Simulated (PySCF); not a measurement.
H₄PSi, SMILES [SiH2]P, multiplicity 2. Coordinates come from a PBE0-D3(BJ)/def2-TZVP optimisation. The isomer is the one that the SMILES or the coordinates give; other isomers of the formula were not compared.

Method: PBE0-D3(BJ)/def2-TZVP run with PySCF.

Harmonic wavenumbers (cm⁻¹): 175, 451, 474, 509, 726, 782, 906, 1078, 2178, 2205, 2408, 2422. Rotational constants (GHz): 65.08, 5.914, 5.744; symmetry number 1.

Question: Work out the zero-point energy and the ideal-gas rigid-rotor harmonic-oscillator thermochemistry at 298.15 K and 1 atm.

Answer: ZPE = ½ Σ hcν = ½ × 14314 cm⁻¹ = 20.46 kcal/mol. H − E(el) = 23.83 kcal/mol. Entropy in cal/(mol K): translation 38.35, rotation 22.50, vibration 5.24, spin 1.38, total 67.46. G − E(el) = 3.72 kcal/mol. Cp = 15.99 cal/(mol K).
